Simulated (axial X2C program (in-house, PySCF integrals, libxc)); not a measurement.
## Which molecule gave these maps?

PBE0 fields computed with an axial X2C code built on PySCF integrals, two-component, near the equilibrium distance, one atom at z = 0.

The maps cover the half plane through the axis: z from -2.4 to 4.8 Å along the bond, ρ from 0.15 to 2.25 Å away from it.

log10 of the density in e/bohr³:

```
 ρ\z  -2.4  -1.8  -1.2  -0.6   0.0   0.6   1.2   1.8   2.4   3.0   3.6   4.2   4.8
0.15  -3.2  -2.3  -1.4  -0.1   1.8  -0.1  -1.1  -0.7   1.3  -0.2  -1.3  -2.3  -3.3
0.45  -3.3  -2.4  -1.5  -0.5   0.4  -0.6  -1.2  -0.8   0.1  -0.6  -1.4  -2.4  -3.4
0.75  -3.4  -2.5  -1.7  -1.0  -0.5  -1.1  -1.4  -1.1  -0.7  -0.9  -1.6  -2.5  -3.5
1.05  -3.5  -2.6  -1.9  -1.4  -1.2  -1.4  -1.7  -1.4  -1.1  -1.3  -1.9  -2.8  -3.7
1.35  -3.6  -2.8  -2.2  -1.7  -1.5  -1.8  -2.0  -1.8  -1.6  -1.7  -2.3  -3.0  -3.8
1.65  -3.8  -3.1  -2.5  -2.1  -1.9  -2.1  -2.4  -2.2  -2.1  -2.2  -2.6  -3.3  -4.1
1.95  -4.0  -3.3  -2.8  -2.4  -2.3  -2.5  -2.7  -2.7  -2.5  -2.6  -3.0  -3.6  -4.3
2.25  -4.3  -3.6  -3.1  -2.8  -2.7  -2.8  -3.1  -3.1  -3.0  -3.1  -3.5  -4.0  -4.7
```

Electron localisation function (collinear form, no current term, damped to 0 at low density):

```
 ρ\z  -2.4  -1.8  -1.2  -0.6   0.0   0.6   1.2   1.8   2.4   3.0   3.6   4.2   4.8
0.15  0.03  0.35  0.51  0.56  0.76  0.57  0.49  0.33  0.41  0.22  0.73  0.30  0.02
0.45  0.03  0.35  0.57  0.33  0.77  0.32  0.48  0.59  0.35  0.30  0.74  0.28  0.02
0.75  0.03  0.35  0.66  0.31  0.33  0.23  0.42  0.75  0.53  0.79  0.71  0.24  0.01
1.05  0.03  0.34  0.73  0.66  0.45  0.45  0.31  0.70  0.84  0.85  0.64  0.18  0.01
1.35  0.02  0.31  0.74  0.85  0.80  0.60  0.20  0.53  0.78  0.77  0.51  0.12  0.00
1.65  0.01  0.24  0.70  0.86  0.85  0.58  0.12  0.30  0.62  0.60  0.34  0.05  0.00
1.95  0.00  0.12  0.58  0.80  0.79  0.47  0.07  0.11  0.37  0.38  0.16  0.01  0.00
2.25  0.00  0.04  0.35  0.64  0.63  0.31  0.03  0.03  0.14  0.15  0.04  0.00  0.00
```

Axial spin density in 10⁻³ e/bohr³:

```
 ρ\z  -2.4  -1.8  -1.2  -0.6   0.0   0.6  1.2   1.8   2.4   3.0   3.6   4.2  4.8
0.15  -0.1  -0.4  -1.8  -0.8  67.4  -0.1  0.0  -3.5  -0.5  -1.6  -1.6  -0.2  0.0
0.45   0.0   0.0   0.7   4.1   7.4   5.4  1.2  -2.5   2.0   2.4  -0.5  -0.1  0.0
0.75   0.0   0.4   3.2  14.6  15.4  14.3  2.2  -1.3   5.5   4.2   0.3   0.0  0.0
1.05   0.1   0.6   3.8  15.7  24.9  14.2  2.3  -0.7   2.6   2.5   0.4   0.0  0.0
1.35   0.1   0.6   3.1  10.5  16.1   9.2  1.7  -0.3   0.7   1.0   0.3   0.0  0.0
1.65   0.1   0.4   2.0   5.7   8.1   4.8  1.1  -0.1   0.2   0.4   0.1   0.0  0.0
1.95   0.1   0.3   1.1   2.7   3.6   2.3  0.6   0.0   0.0   0.1   0.1   0.0  0.0
2.25   0.0   0.2   0.6   1.2   1.6   1.0  0.3   0.0   0.0   0.0   0.0   0.0  0.0
```

Question: Which molecule is it?
A. B₂⁺
B. SbBr
C. SbCl⁺
D. InCl⁺

Answer: B. SbBr, with Sb at z = 0 and Br at z = 2.498 Å, state Ω = 1 (⟨Sz⟩ = 0.99, ⟨Lz⟩ = 0.01 at PBE0), basis Sb dyall-cv3z [11s12p8d4f1g], Br dyall-cv3z [8s9p6d4f1g] (cores contracted in-house). The state is one determinant whose occupation by symmetry is held fixed; it was picked as the lowest of a PBE0 search that is not exhaustive. Density functionals use the spin component along the axis (collinear). PBE0 can misorder states that lie within some tenths of an eV, so this need not be the ground state of the molecule. The nearest other 2c determinant of the search, Ω = 0, lies 0.37 eV up at the distance of the search. With several unpaired electrons one determinant need not be a pure state. Open-shell Ω = 0 determinants with evenly filled partner blocks cannot be reached by this program, so the Ω shown need not be the lowest component. This is the Ω = 1 component of a π² triplet; the 0⁺ component is not one determinant and can lie lowest.
